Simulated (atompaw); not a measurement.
How hard is this oxygen PAW (atompaw) potential?

```json
{"Element": "oxygen", "Generator": "atompaw 4.2.0.5", "Type": "PAW", "Functional": "PBE", "Relativity": "non-relativistic", "Frozen core": "[He]", "Valence charge": "6", "Reference configuration": "2s2 2p4", "Partial waves": "2s (bound): rc 2.25 bohr; 2s channel at 1.15 Ry: rc 0.65 bohr; 2p (bound): rc 2.25 bohr; 2p channel at -0.3 Ry: rc 2.25 bohr", "Local potential": "troulliermartins scheme with l = 2 at 0 Ry, radius 2.05 bohr", "Core correction": "smooth core density matched at 1.70 bohr", "Augmentation charge": "sinc compensation charge, radius 1.90 bohr; PAW radius 2.25 bohr; waves and projectors: custom polynom2 7 10 vanderbiltortho"}
```

The pseudo-atom Hamiltonian at the reference potential is diagonalised in spherical Bessel functions j_l(qr) that vanish at 20 bohr, with q² up to the cutoff. All-electron valence levels (Ry): 2s -1.7577, 2p -0.6643.

Problem. How do the lowest levels (Ry) of each channel move with the cutoff, and are there ghosts?

Solution.

```csv
cutoff (Ry),s #1,s #2,p #1,p #2,d #1,f #1,f #2,Σ f·Δε (mRy)
8,-1.7557,-1.4454,-0.6509,0.0394,0.0789,0.1203,0.2623,57.6
10,-1.7558,-1.4569,-0.6617,0.0393,0.0789,0.1203,0.2623,14.0
12,-1.7563,-1.4654,-0.6629,0.0393,0.0789,0.1203,0.2623,8.1
15,-1.7570,-1.4707,-0.6632,0.0393,0.0789,0.1203,0.2623,5.7
18,-1.7576,-1.4741,-0.6637,0.0393,0.0789,0.1203,0.2623,2.6
21,-1.7577,-1.4748,-0.6640,0.0393,0.0789,0.1203,0.2623,0.9
25,-1.7577,-1.4749,-0.6642,0.0393,0.0789,0.1203,0.2623,0.1
30,-1.7577,-1.4749,-0.6642,0.0393,0.0789,0.1203,0.2623,0.1
400,-1.7577,-1.5708,-0.6643,0.0393,0.0789,0.1203,0.2623,0.0
```

Result: ghost state, extra bound levels that the all-electron valence spectrum of the same l lacks: s at -21.4 eV (a true bound ghost makes a file unfit for plane-wave use); 10 mRy is reached at 12 Ry and 1 mRy at 21 Ry.
